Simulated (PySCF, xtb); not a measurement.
SnHCl, SMILES [Cl][SnH] (connectivity only; charge and spin as stated), neutral, multiplicity 1.

Harmonic wavenumbers (cm⁻¹) from GFN2-xTB (xtb) at its own minimum, in rising order: 326, 449, 1198.

Task: What does PySCF with r2SCAN-D4/def2-TZVP give at its own minimum? (The exact figures need the calculation; the answer reports its results.)

Result: 347, 600, 1704. Paired by order, the mean absolute difference is 226 cm⁻¹ and the zero-point energies are 2.8 and 3.8 kcal/mol.
